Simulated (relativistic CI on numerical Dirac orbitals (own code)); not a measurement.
# Ions with 16 electrons, Kr20+ to Cs39+

Method of calculation: Dirac-Coulomb-Breit CI, separate exchange-only KLI orbitals for each configuration, model QED (radiative potential, 1s self-energy scaled to tabulated hydrogen-like ionisation energies), unscaled Slater integrals (own radial code, finite nucleus).

Configurations in the expansion (outside the closed core [Ne]): 3s2 3p4, 3s 3p5, 3p6, 3s2 3p3 3d, 3s 3p4 3d, 3s2 3p2 3d2, 3s2 3p 3d3, 3s 3p2 3d3. Double excitations out of closed p, d and f shells are left out; levels of such configurations are missing from the list, as are those of other unlisted configurations, and high levels can miss mixing partners.

Energies above each ion's lowest level, in eV. Levels are followed by their leading LS label, which can pass from one level to another where the coupling changes.

| Ion | 3s2 3p4 3P_2 | 3s2 3p4 3P_0 | 3s2 3p4 3P_1 | 3s2 3p4 1D_2 | 3s2 3p4 1S_0 |
| --- | --- | --- | --- | --- | --- |
| Kr20+ | 0 | 5.87 | 9.6869 | 14.453 | 27.917 |
| Rb21+ | ? | ? | ? | ? | ? |
| Sr22+ | 0 | 6.7013 | 12.9 | 17.921 | 34.647 |
| Zr24+ | 0 | 7.5062 | 16.856 | 22.135 | 42.898 |
| Nb25+ | 0 | 7.8996 | 19.146 | 24.554 | 47.659 |
| Mo26+ | 0 | 8.2876 | 21.664 | 27.201 | 52.88 |
| Tc27+ | 0 | 8.6709 | 24.422 | 30.09 | 58.591 |
| Ru28+ | 0 | 64.822 | 27.438 | 33.237 | 9.0499 |
| Rh29+ | 0 | 71.604 | 30.727 | 36.658 | 9.4252 |
| Pd30+ | 0 | 78.971 | 34.306 | 40.368 | 9.7973 |
| Ag31+ | 0 | 86.956 | 38.191 | 44.387 | 10.167 |
| Cd32+ | 0 | 95.596 | 42.403 | 48.731 | 10.533 |
| In33+ | 0 | 104.93 | 46.958 | 53.42 | 10.898 |
| Sn34+ | 0 | 114.99 | 51.877 | 58.473 | 11.261 |
| Sb35+ | 0 | 125.82 | 57.181 | 63.911 | 11.623 |
| Te36+ | 0 | 137.47 | 62.889 | 69.754 | 11.983 |
| I37+ | 0 | 149.97 | 69.026 | 76.026 | 12.342 |
| Xe38+ | 0 | 163.38 | 75.613 | 82.747 | 12.701 |
| Cs39+ | 0 | 177.74 | 82.674 | 89.944 | 13.058 |

(1) Fill in the row of Rb21+.

The lowest level keeps the configuration 3s2 3p4 and J = 2 throughout.

Between Z = 52 and 55 the energy of 3s2 3p4 3P_0 follows a local power law Z^4.6. For orientation: electrostatic splittings inside a shell grow about linearly with the screened charge, excitations that change n as its square, and fine structure as its fourth power; written in Z itself the exponents are larger, since the screened charge grows faster in proportion.

Results:

(1) 3s2 3p4 3P_2 0, 3s2 3p4 3P_0 6.289, 3s2 3p4 3P_1 11.207, 3s2 3p4 1D_2 16.1, 3s2 3p4 1S_0 31.105 (eV).
